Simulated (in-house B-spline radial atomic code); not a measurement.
Multiplet parameters of the 3p3 shell in V⁸⁺ ([Ne] 3s2 3p3). Computed with a radial B-spline atomic code at the basis-set limit: non-relativistic Hartree-Fock, average of configuration, point nucleus.

Slater integrals: F^2 = 115377 cm⁻¹. Central-field spin-orbit parameter ζ(3p) = 5784 cm⁻¹ (bare central field on non-relativistic orbitals, without two-electron terms: too large for light atoms, too small for heavy ones).

With F₂ = F^2/25 = 4615 cm⁻¹:

Where do the terms lie in LS coupling, without spin-orbit interaction?

In cm⁻¹ above the Hund's-rule term:
| term | expression | energy |
| --- | --- | --- |
| 4S | 0 F₂ | 0 |
| 2D | 9 F₂ | 41536 |
| 2P | 15 F₂ | 69226 |

Is LS coupling a fair picture here?

Unscaled Hartree-Fock integrals overestimate measured term splittings, because correlation screens the repulsion; fits to spectra scale them down, most for low charges. Here ζ is 1.25 times F₂, so the coupling is intermediate: spin-orbit interaction mixes the terms, and LS labels name only the largest part.
